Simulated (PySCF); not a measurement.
NMR data simulated for an unnamed compound:

¹H NMR (600 MHz, computed): δ 5.81 (m, 1H), 5.39 (m, 1H), 5.14 (s, 3H), 1.58 (s, 3H), 1.48 (s, 3H).

¹³C{¹H} NMR (computed): δ 81.0 (C), 32.1 (CH3), 30.9 (CH3).

[PySCF 2.14: geometry: GFN2-xTB; NMR shieldings at PBE0/pcSseg-1/GIAO; no relativistic terms; one averaged value for each set of equivalent atoms; one computed conformer; no solvent]

Shifts are taken against calculated references (same method and geometry level): ¹H, ¹³C vs TMS.

Which of these does the molecule contain: an aldehyde, an NH or NH2 group, a non-aromatic C=C double bond, a Si–H bond?

Results:


- An aldehyde: no.
- An NH or NH2 group: no.
- A non-aromatic C=C double bond: no.
- A Si–H bond: yes (δH 5.39 (m)).

The data belong to SMILES CC1(C)O[Si@@H](O[SiH3])[Si@@H]1Cl, C3H11ClO2Si3; they needn't prove each group on their own.

Carbon signals by region: 1 at 50–100 ppm, 2 below 50 ppm.

Shifts are as computed. Against solution values, carbons near 30 ppm lie about +3 ppm off and those near 130 ppm about +5 ppm. Of 1211 compounds with measured shifts, 218 miss one by over three times the rms of a fit or turn the order of signals round; such compounds aren't used in these exercises. Multiplicities follow the n + 1 count of equivalent neighbours, as no J values were calculated; m marks all less simple cases, F and P coupling included.
